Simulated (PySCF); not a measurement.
PySCF input file for C2H4ClGaO, SMILES C=[CH][Ga]([OH])[Cl], TDDFT-PBE/def2-SVPD. The structure is a stationary point at B3LYP-D3(BJ)/def2-SVP. The structure was generated by enumeration; whether it is a known compound was not checked. The values are those of a single conformer.

```python
import numpy as np
from pyscf import gto, scf, dft, tdscf

mol = gto.M(
    atom='''
    Ga    0.13261650    0.00791441    0.00000000
    Cl   -0.61416921    2.04413845   -0.00000000
    C    -0.99744479   -1.56490389   -0.00000000
    C    -0.46445816   -2.79533796   -0.00000000
    H    -2.08702146   -1.44858077    0.00000001
    H    -1.08991959   -3.69676287    0.00000000
    H     0.61829195   -2.96171055    0.00000000
    O     1.90825255   -0.17358857   -0.00000000
    H     2.39381125    0.66151358    0.00000000
    ''',
    basis='def2-SVPD',
    charge=0,
    spin=0,
    symmetry=True,
    max_memory=1600,
    verbose=4,
)
mf = dft.RKS(mol, xc='pbe').density_fit(auxbasis='def2-universal-jkfit')
mf.grids.level = 3
mf.conv_tol = 1e-9
mf.max_cycle = 100
mf.kernel()
mf.grids = dft.Grids(mol).set(level=1).build(with_non0tab=True)  # coarser grid for the response kernel
td = tdscf.TDDFT(mf)
td.singlet = True
td.nstates = 10
td.conv_tol = 1e-4
td.positive_eig_threshold = 1e-6
td.kernel(x0=td.get_init_guess(mf, 15))
td.analyze()
tt = tdscf.TDA(mf)
tt.singlet = False
tt.nstates = 4
tt.conv_tol = 1e-4
tt.positive_eig_threshold = 1e-6
tt.kernel(x0=tt.get_init_guess(mf, 9))
tt.analyze(verbose=3)
```

Log of the run:

```
PySCF version 2.14.0

[INPUT] verbose = 4
[INPUT] num. atoms = 9
[INPUT] num. electrons = 72
[INPUT] charge = 0
[INPUT] spin (= nelec alpha-beta = 2S) = 0
[INPUT] symmetry True subgroup None
[INPUT] Mole.unit = angstrom
[INPUT] Symbol           X                Y                Z      unit          X                Y                Z       unit  Magmom
[INPUT]  1 Ga     0.132616500000   0.007914410000   0.000000000000 AA    0.250608864598   0.014956067338   0.000000000000 Bohr   0.0
[INPUT]  2 Cl    -0.614169210000   2.044138450000   0.000000000000 AA   -1.160611601040   3.862861831193   0.000000000000 Bohr   0.0
[INPUT]  3 C     -0.997444790000  -1.564903890000   0.000000000000 AA   -1.884897477474  -2.957239763366   0.000000000000 Bohr   0.0
[INPUT]  4 C     -0.464458160000  -2.795337960000   0.000000000000 AA   -0.877698718719  -5.282423170000   0.000000000000 Bohr   0.0
[INPUT]  5 H     -2.087021460000  -1.448580770000   0.000000010000 AA   -3.943898975490  -2.737420924612   0.000000018897 Bohr   0.0
[INPUT]  6 H     -1.089919590000  -3.696762870000   0.000000000000 AA   -2.059649522898  -6.985869371761   0.000000000000 Bohr   0.0
[INPUT]  7 H      0.618291950000  -2.961710550000   0.000000000000 AA    1.168402450523  -5.596821799735   0.000000000000 Bohr   0.0
[INPUT]  8 O      1.908252550000  -0.173588570000   0.000000000000 AA    3.606074696003  -0.328034855655   0.000000000000 Bohr   0.0
[INPUT]  9 H      2.393811250000   0.661513580000   0.000000000000 AA    4.523647656403   1.250079493881   0.000000000000 Bohr   0.0

nuclear repulsion = 418.546017417145
point group symmetry = Cs
symmetry origin: [-5.77416317e-09  2.36215766e-09  2.62461962e-10]
symmetry axis x: [ 1.00000000e+00  4.78194704e-10 -3.79396405e-10]
symmetry axis y: [ 4.78194704e-10 -1.00000000e+00  9.17821367e-11]
symmetry axis z: [3.79396405e-10 9.17820711e-11 1.00000000e+00]
num. orbitals of irrep A' = 113
num. orbitals of irrep A" = 47
number of shells = 66
number of NR pGTOs = 258
number of NR cGTOs = 160
basis = def2-SVPD
ecp = {}


[settings echo left out]
init E= -2537.47672836081
HOMO (A') = -0.330467323233198  LUMO (A") = -0.126737087951598  gap/eV = 5.54378
cycle= 1 E= -2537.57090557771  delta_E= -0.0942  |g|= 1.17  |ddm|=  4.6
HOMO (A') = -0.12971073868807  LUMO (A") = -0.0405601514020644  gap/eV = 2.42591
cycle= 2 E= -2535.52760875455  delta_E= 2.04  |g|= 3.09  |ddm|= 5.46
HOMO (A") = -0.227422189941795  LUMO (A") = -0.0689294042314263  gap/eV = 4.31281
cycle= 3 E= -2537.69686592105  delta_E= -2.17  |g|= 0.693  |ddm|=    4
HOMO (A') = -0.272168696152857  LUMO (A") = -0.0876640960147839  gap/eV = 5.02063
cycle= 4 E= -2537.80630010399  delta_E= -0.109  |g|= 0.168  |ddm|= 1.29
HOMO (A") = -0.270800501406066  LUMO (A") = -0.0966864414479267  gap/eV = 4.73788
cycle= 5 E= -2537.81011480675  delta_E= -0.00381  |g|= 0.0877  |ddm|= 0.363
HOMO (A") = -0.269177765042195  LUMO (A") = -0.0917342449369585  gap/eV = 4.82848
cycle= 6 E= -2537.81163204115  delta_E= -0.00152  |g|= 0.046  |ddm|= 0.146
HOMO (A") = -0.269075229277552  LUMO (A") = -0.0909500664368932  gap/eV = 4.84703
cycle= 7 E= -2537.81221617344  delta_E= -0.000584  |g|= 0.0131  |ddm|= 0.0635
HOMO (A") = -0.270364104494109  LUMO (A") = -0.0914855775002033  gap/eV = 4.86753
cycle= 8 E= -2537.81225876049  delta_E= -4.26e-05  |g|= 0.00329  |ddm|= 0.0158
HOMO (A") = -0.270207669078824  LUMO (A") = -0.0912665504901744  gap/eV = 4.86924
cycle= 9 E= -2537.81226102613  delta_E= -2.27e-06  |g|= 0.00117  |ddm|= 0.00502
HOMO (A") = -0.270316990172065  LUMO (A") = -0.0913476173666878  gap/eV = 4.87000
cycle= 10 E= -2537.81226135472  delta_E= -3.29e-07  |g|= 0.000431  |ddm|= 0.00227
HOMO (A") = -0.270303025167502  LUMO (A") = -0.0913227807420944  gap/eV = 4.87030
cycle= 11 E= -2537.81226140396  delta_E= -4.92e-08  |g|= 0.000113  |ddm|= 0.000826
HOMO (A") = -0.270301326759427  LUMO (A") = -0.0913220351554695  gap/eV = 4.87027
cycle= 12 E= -2537.81226140759  delta_E= -3.63e-09  |g|= 1.82e-05  |ddm|= 0.000199
HOMO (A") = -0.270300792388439  LUMO (A") = -0.0913212569032624  gap/eV = 4.87028
cycle= 13 E= -2537.81226140759  delta_E= -5.46e-12  |g|= 1.76e-05  |ddm|= 5.63e-05
HOMO (A") = -0.270301716879445  LUMO (A") = -0.0913225617848292  gap/eV = 4.87027
Extra cycle  E= -2537.81226140752  delta_E= 7.55e-11  |g|= 2.87e-05  |ddm|= 7.93e-05
converged SCF energy = -2537.81226140752
tot grids = 39160
Overwritten attributes  positive_eig_threshold  of <class 'pyscf.tdscf.rks.CasidaTDDFT'>


******** <class 'pyscf.tdscf.rks.CasidaTDDFT'> for <class 'pyscf.df.df_jk.DFSymAdaptedRKS'> ********
nstates = 10 singlet
deg_eia_thresh = 1.000e-03
wfnsym = None
conv_tol = 0.0001
eigh lindep = 1e-12
eigh level_shift = 0
eigh max_cycle = 100


Excitation energies (eV)
[4.95702528 5.1882228  5.6319634  5.64256697 5.79242677 5.89361793
 6.00085398 6.00692302 6.16238032 6.67044542]

** Singlet excitation energies and oscillator strengths **
Excited State   1:   A"      4.95703 eV    250.12 nm  f=0.0001
      35 -> 37       -0.70050
Excited State   2:   A'      5.18822 eV    238.97 nm  f=0.0088
      34 -> 37        0.52080
      36 -> 37       -0.45237
Excited State   3:   A"      5.63196 eV    220.14 nm  f=0.0006
      31 -> 37       -0.11352
      33 -> 37        0.66085
      36 -> 38        0.20585
Excited State   4:   A'      5.64257 eV    219.73 nm  f=0.0747
      32 -> 37       -0.46473
      34 -> 37       -0.34051
      35 -> 38        0.12791
      36 -> 37       -0.35965
Excited State   5:   A"      5.79243 eV    214.05 nm  f=0.0001
      31 -> 37        0.17690
      33 -> 37       -0.17095
      36 -> 38        0.65550
Excited State   6:   A"      5.89362 eV    210.37 nm  f=0.0004
      31 -> 37        0.67078
      33 -> 37        0.15117
      36 -> 38       -0.14397
Excited State   7:   A"      6.00085 eV    206.61 nm  f=0.0004
      34 -> 38        0.69878
Excited State   8:   A'      6.00692 eV    206.40 nm  f=0.0940
      31 -> 38        0.10761
      32 -> 37       -0.12199
      35 -> 38       -0.66458
      36 -> 39       -0.10676
Excited State   9:   A'      6.16238 eV    201.20 nm  f=0.0716
      32 -> 37       -0.47958
      34 -> 37        0.25134
      34 -> 39       -0.14711
      36 -> 37        0.32103
      36 -> 39       -0.24624
Excited State  10:   A"      6.67045 eV    185.87 nm  f=0.0683
      32 -> 38       -0.69818

** Transition electric dipole moments (AU) **
state          X           Y           Z        Dip. S.      Osc.
  1         0.0000      0.0000      0.0250      0.0006      0.0001
  2        -0.2555      0.0609      0.0000      0.0690      0.0088
  3        -0.0000     -0.0000     -0.0680      0.0046      0.0006
  4        -0.0546     -0.7332      0.0000      0.5405      0.0747
  5         0.0000      0.0000      0.0311      0.0010      0.0001
  6        -0.0000     -0.0000     -0.0549      0.0030      0.0004
  7         0.0000      0.0000     -0.0534      0.0029      0.0004
  8        -0.6835     -0.4140      0.0000      0.6385      0.0940
  9         0.0942      0.6822     -0.0000      0.4742      0.0716
 10        -0.0000      0.0000     -0.6464      0.4179      0.0683

** Transition velocity dipole moments (imaginary part, AU) **
state          X           Y           Z        Dip. S.      Osc.
  1        -0.0000     -0.0000      0.0057      0.0000      0.0001
  2        -0.0465      0.0109      0.0000      0.0023      0.0080
  3         0.0000      0.0000     -0.0175      0.0003      0.0010
  4        -0.0097     -0.1494      0.0000      0.0224      0.0721
  5         0.0000     -0.0000      0.0018      0.0000      0.0000
  6         0.0000      0.0000     -0.0106      0.0001      0.0003
  7        -0.0000     -0.0000     -0.0151      0.0002      0.0007
  8        -0.1526     -0.0926      0.0000      0.0319      0.0962
  9         0.0221      0.1531     -0.0000      0.0239      0.0704
 10        -0.0000     -0.0000     -0.1555      0.0242      0.0658

** Transition magnetic dipole moments (imaginary part, AU) **
state          X           Y           Z
  1        -0.0340     -0.1212      0.0000
  2         0.0000     -0.0000      0.0551
  3        -0.2521     -0.4977     -0.0000
  4         0.0000      0.0000     -0.1820
  5        -0.0630      0.4232     -0.0000
  6         0.3289     -0.1666     -0.0000
  7        -0.3873     -0.2475     -0.0000
  8         0.0000      0.0000     -0.4969
  9        -0.0000      0.0000      0.3165
 10         0.1799     -0.1636     -0.0000
Overwritten attributes  positive_eig_threshold  of <class 'pyscf.tdscf.rks.TDA'>


******** <class 'pyscf.tdscf.rks.TDA'> for <class 'pyscf.df.df_jk.DFSymAdaptedRKS'> ********
nstates = 4 triplet
deg_eia_thresh = 1.000e-03
wfnsym = None
conv_tol = 0.0001
eigh lindep = 1e-12
eigh level_shift = 0
eigh max_cycle = 100


Excitation energies (eV)
[4.11757874 4.76729373 4.89934029 5.30195591]

** Triplet excitation energies and oscillator strengths **
Excited State   1:   A'      4.11758 eV    301.11 nm  f=0.0000
Excited State   2:   A"      4.76729 eV    260.07 nm  f=0.0000
Excited State   3:   A'      4.89934 eV    253.06 nm  f=0.0000
Excited State   4:   A"      5.30196 eV    233.85 nm  f=0.0000
```

The run converged.

Cost: around 60 core-seconds (rough).
